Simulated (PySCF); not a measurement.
## Worked example: chemical shift, span and skew from a shielding tensor

C3H7BFN, SMILES C/C=C/B(N)F. Atoms are numbered in the order given.

```xyz
13

C      0.0839    -2.8524     0.0000
C     -0.3131    -1.4045     0.0000
C      0.5253    -0.3579     0.0000
B      0.0806     1.1456     0.0000
N     -1.2538     1.5833     0.0000
F      1.0444     2.0948     0.0000
H     -0.3225    -3.3709     0.8851
H      1.1781    -2.9692     0.0000
H     -0.3225    -3.3709    -0.8851
H     -1.3984    -1.2213     0.0000
H      1.6036    -0.5713     0.0000
H     -2.0489     0.9603     0.0000
H     -1.4920     2.5671     0.0000
```
Charge 0, spin multiplicity 1.

Geometry optimised at ωB97X-D3(BJ)/def2-SVP. A frequency run showed that this geometry is not a minimum. The structure was generated by enumeration; whether it is a known compound was not checked. Other conformers were not sampled.

GIAO shieldings from PBE/pcSseg-1 in PySCF, non-relativistic, no solvent. The symmetric part of the tensor of C3 has the principal values -54.4, 53.3, 144.8 ppm. The same nucleus in TMS has σ = 182.0 ppm at this level (PySCF, at its B3LYP-D3(BJ)/def2-TZVP geometry).

**Question.** Work out the isotropic shielding, the ¹³C shift against TMS, the span and the skew.

**Answer.** 
σ(iso) = (σ11 + σ22 + σ33)/3 = 47.9 ppm. δ = σ(ref) − σ(iso) = 182.0 − (47.9) = 134.1 ppm.
Span Ω = σ33 − σ11 = 199.2 ppm. Skew κ = 3(σ(iso) − σ22)/Ω = -0.08. Tumbling in solution averages the tensor to δ; in a static solid the shielding alone would spread this spin-1/2 line over Ω.
